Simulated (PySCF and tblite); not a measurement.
Values are calculated unless marked as measured or tabulated.
C₇H₁₄, numbered as in [CH3:1][CH:2]1[CH2:3][CH2:4][CH2:5][CH2:6][CH2:7]1.

Conformers came from 60 starts (ETKDG and KDG, MMFF94s, GFN2-xTB); geometries are GFN2-xTB. Weights use CAM-B3LYP-D3(BJ)/pcSseg-1 (IEF-PCM, chloroform) energies plus GFN2-xTB zero-point and thermal terms (modes under about 100 cm⁻¹ blended into free rotors). Symmetry numbers and mirror images are counted. Conformers within 3 kcal/mol (GFN2-xTB free energy) were kept, 7 at most. GIAO shieldings: CAM-B3LYP/pcSseg-1 (IEF-PCM, chloroform). Shifts are against TMS (¹H), TMS (¹³C) at the same level. Run with PySCF (density fitting) and tblite.

The 6-ring runs over atoms 2–3–4–5–6–7.

| conformer | shape | symmetry | E(GFN2) kcal/mol | E(DFT) kcal/mol |
| --- | --- | --- | --- | --- |
| 1 | 6-ring chair (all substituents equatorial) | Cs | 0.00 | 0.00 |
| 2 | 6-ring chair (C1 axial) | Cs | 1.51 | 1.49 |

(1) How much do the weights at 298.15 K and the averaged shift of H2 depend on how the conformers are weighted?

## Answers

(1) 
| weighting | 1 (%) | 2 (%) | δ (ppm) | rms dipole (D) |
| --- | --- | --- | --- | --- |
| DFT energy with thermal terms, symmetry and mirror images (full scheme) | 95 | 5 | 1.17 | 0.10 |
| DFT energy with symmetry and mirror images | 93 | 7 | 1.18 | 0.10 |
| bare DFT energy | 93 | 7 | 1.18 | 0.10 |
| GFN2-xTB energy with symmetry and mirror images | 93 | 7 | 1.18 | 0.10 |
| GFN2-xTB free energy | 95 | 5 | 1.17 | 0.10 |
| leading conformer alone | 100 | 0 | 1.13 | 0.10 |
| equal weights | 50 | 50 | 1.47 | 0.08 |

The largest departure from the full scheme, 0.30 ppm, comes with: equal weights.
